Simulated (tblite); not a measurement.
Species: C₃H₁₀NO₂Si (doublet state).
Atom-mapped SMILES: `[CH3:1][CH2:2][O:3][Si@@H:4]([O:5])[NH:6][CH3:7]` (hydrogens: H8, H9, H10 on C1; H11, H12 on C2; H13 on Si4; H14 on N6; H15, H16, H17 on C7)

Structure optimised with GFN2-xTB, isolated species. This method treats the open shell by occupation alone, without spin polarisation.

(1) List the bond lengths, angles and torsions at this level.

Results:

(1) 
```json
{"bond": "C1–C2", "length (Å)": "1.522"}
{"bond": "C2–O3", "length (Å)": "1.393"}
{"bond": "O3–Si4", "length (Å)": "1.638"}
{"bond": "Si4–O5", "length (Å)": "1.523"}
{"bond": "Si4–N6", "length (Å)": "1.771"}
{"bond": "N6–C7", "length (Å)": "1.418"}
{"bond": "C1–H8, C1–H9, C1–H10", "length (Å)": "1.087"}
{"bond": "C2–H11", "length (Å)": "1.097"}
{"bond": "C2–H12", "length (Å)": "1.096"}
{"bond": "Si4–H13", "length (Å)": "1.502"}
{"bond": "N6–H14", "length (Å)": "1.008"}
{"bond": "C7–H15, C7–H16", "length (Å)": "1.096"}
{"bond": "C7–H17", "length (Å)": "1.087"}
```

Bonds in one row agree within 0.01 Å and their mean is given. A selection of angles:
```json
{"angle": "C2–C1–H8", "degrees": "109.9"}
{"angle": "H8–C1–H9", "degrees": "109.1"}
{"angle": "C1–C2–O3", "degrees": "109.8"}
{"angle": "C1–C2–H11", "degrees": "110.1"}
{"angle": "C1–C2–H12", "degrees": "110.7"}
{"angle": "O3–C2–H11", "degrees": "109.6"}
{"angle": "O3–C2–H12", "degrees": "109.5"}
{"angle": "H11–C2–H12", "degrees": "107.1"}
{"angle": "C2–O3–Si4", "degrees": "125.2"}
{"angle": "O3–Si4–O5", "degrees": "125.2"}
{"angle": "O3–Si4–N6", "degrees": "99.8"}
{"angle": "O3–Si4–H13", "degrees": "99.5"}
{"angle": "O5–Si4–N6", "degrees": "118.4"}
{"angle": "O5–Si4–H13", "degrees": "114.7"}
{"angle": "N6–Si4–H13", "degrees": "93.4"}
{"angle": "Si4–N6–C7", "degrees": "127.3"}
{"angle": "Si4–N6–H14", "degrees": "114.6"}
{"angle": "C7–N6–H14", "degrees": "114.2"}
{"angle": "N6–C7–H15", "degrees": "112.6"}
{"angle": "N6–C7–H16", "degrees": "109.5"}
{"angle": "H15–C7–H16", "degrees": "107.0"}
{"angle": "H15–C7–H17", "degrees": "109.5"}
```

Torsions: C1–C2–O3–Si4 176° (antiperiplanar); C2–O3–Si4–O5 18° (synperiplanar); O3–Si4–N6–C7 20° (synperiplanar).

Si4 (silicon bonded to N, 2 O and H) has angles from 93.4° to 125.2°. Of the pairs four or more bonds apart, O3···H17 is among the closest relative to their van der Waals radii: 2.41 Å, 89 % of the sum of Bondi's values. The O–Si distances run from 1.523 Å (Si4–O5, drawn single) to 1.638 Å (O3–Si4, drawn single), a spread of 0.115 Å. N6 (nitrogen bonded to C, Si and H) is almost planar (angles 127.3°, 114.6° and 114.2°, sum 356.1°, 0.15 Å off the plane of its three neighbours).

Point group: C1 (no symmetry element, even within 0.4 Å). GFN2-xTB frequencies show an imaginary mode (32i cm⁻¹), so the point is no minimum at that level. 3 starts were optimised and ended at 0.00, 1.45 and 3.19 kcal/mol (GFN2-xTB); the lowest of these is shown.

Hardware: one thread, AMD EPYC 9R45 (x86_64), shared host with 96 logical CPUs at a one-minute load of 58. Cost: 0.61 s wall. These figures are those of the optimisation.

One conformer stands for the species.

All values are computed, not measured.
